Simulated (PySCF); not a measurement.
H2Sb, SMILES [SbH2+] (connectivity only; charge and spin as stated), charge +1, multiplicity 1.

The structure is a stationary point at B3LYP-D3(BJ)/def2-TZVPD. The def2 effective core potentials stand for the cores of Sb; spin–orbit coupling is left out.

Two levels are set side by side: TDA-PBE/def2-TZVPD (PySCF) and TDA-CAM-B3LYP/def2-TZVPD (PySCF). Vertical, same geometry. The lowest singlet is HOMO→LUMO 99 % with PBE and HOMO→LUMO 99 % with the other functional; states are paired by order. Differences are taken from unrounded values.

```tsv
quantity	TDA-CAM-B3LYP	TDA-PBE	TDA-PBE minus TDA-CAM-B3LYP
lowest singlet excitation (eV)	2.48	2.50	0.02
lowest triplet excitation (TDA) (eV)	1.39	1.47	0.08
first bright state (f over 0.05) (eV)	7.89	7.67	-0.22
its oscillator strength	0.15	0.11	-0.05
```

Rough cost on one machine, each run with all the roots and properties that it gave: TDA-CAM-B3LYP against TDA-PBE about 2 times.
